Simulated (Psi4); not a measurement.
Here is a job for Psi4.
```
memory 2 GB

molecule mol {
0 3
  Te    0.000000    0.000000    0.000000
}

set basis def2-svp
set reference uks

energy('b3lyp')
print_variables()
```

Task: What does this run give for the <S^2>, total energy, number of basis functions, dipole moment?

Result: 
| Quantity | Result |
|---|---|
| <S^2> | 2.002 |
| total energy | -268.0644 Eh |
| number of basis functions | 26 |
| dipole moment | 0.00 D |

These values belong to the state on which the SCF converged, which isn't shown to be the lowest.
